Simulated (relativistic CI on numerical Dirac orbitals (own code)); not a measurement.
Method of calculation: Dirac-Coulomb-Breit CI, separate exchange-only KLI orbitals for each configuration, a model potential for QED, unscaled Slater integrals (own radial code, finite nucleus).

The strongest absorption lines from the ground level of an ion, among the configurations computed and to levels below about 1070 eV (vacuum wavelength in nm, gf): 2.0439 (0.76), 2.0663 (0.75), 2.0745 (1.1), 2.1950 (0.045), 2.4065 (0.21), 3.5521 (0.75), 3.5941 (0.37), 3.9208 (0.034).

Task: Which ion is it?
A. Ta⁵⁸⁺
B. Ta⁵⁴⁺
C. Er⁵¹⁺
D. Ta⁵⁶⁺

Result: D. Ta⁵⁶⁺ has 17 electrons and the ground level 3s²3p⁵ ²P°3/2; the strongest line goes to 3s²3p⁴3d ²D5/2. The pattern of lines fixes the number of electrons, and along that sequence the line energies rise steadily with the charge (about as its square where n changes within one kind of shell, about linearly where n is kept but much faster in heavy ions where fine structure, which grows about as Z⁴, sets the gap, and irregularly where shells cross), which fixes Z. Configurations outside the model, such as inner-shell arrays, can give stronger lines. At this charge energies of transitions that change n are usually good to better than 1 %, and those within a shell (Δn = 0) to a few per cent.

LS names give the leading component of a level, which can be under half, so a name can repeat, a term be missing and a line seem to break the LS rules.
